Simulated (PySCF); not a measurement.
Ligands exchanged one at a time, Ge Cl-SH. All species are isolated molecules in the gas phase. One relaxed conformer stands for each flexible species; it need not be the lowest. Strings in code marks are SMILES.

The HOMO–LUMO gap from two functionals at the same geometries (PBE0-D3(BJ)/def2-TZVP), both in PySCF: PBE-D3(BJ)/def2-TZVP and PBE0-D3(BJ)/def2-TZVP. 

| species | PBE0-D3(BJ)/def2-TZVP (eV) |
|---|---|
| 0 of 4 Cl replaced by SH (`[Cl][Ge]([Cl])([Cl])[Cl]`) | 7.44 |
| 1 of 4 Cl replaced by SH (`[Ge]([Cl])([Cl])([Cl])[SH]`) | 6.38 |
| 2 of 4 Cl replaced by SH (`[SH][Ge]([Cl])([SH])[Cl]` (H–S–Ge–Cl torsion -83°, Cl–Ge–S–H torsion -178°)) | 6.39 |
| 3 of 4 Cl replaced by SH (`[SH][Ge]([SH])([SH])[Cl]`) | 6.21 |
| 4 of 4 Cl replaced by SH (`[SH][Ge]([SH])([SH])[SH]`) | 5.97 |

Problem. What does PBE-D3(BJ)/def2-TZVP give for each?

Solution. 
- 0 of 4 Cl replaced by SH (`[Cl][Ge]([Cl])([Cl])[Cl]`): 5.00
- 1 of 4 Cl replaced by SH (`[Ge]([Cl])([Cl])([Cl])[SH]`): 4.13
- 2 of 4 Cl replaced by SH (`[SH][Ge]([Cl])([SH])[Cl]` (H–S–Ge–Cl torsion -83°, Cl–Ge–S–H torsion -178°)): 4.17
- 3 of 4 Cl replaced by SH (`[SH][Ge]([SH])([SH])[Cl]`): 4.04
- 4 of 4 Cl replaced by SH (`[SH][Ge]([SH])([SH])[SH]`): 3.83
Over these rows, drawn at random from the members with no instability flagged (it was tested for open shells, ions and some series alone), PBE minus PBE0-D3(BJ): mean -2.24 eV, from -2.44 eV to -2.14 eV.
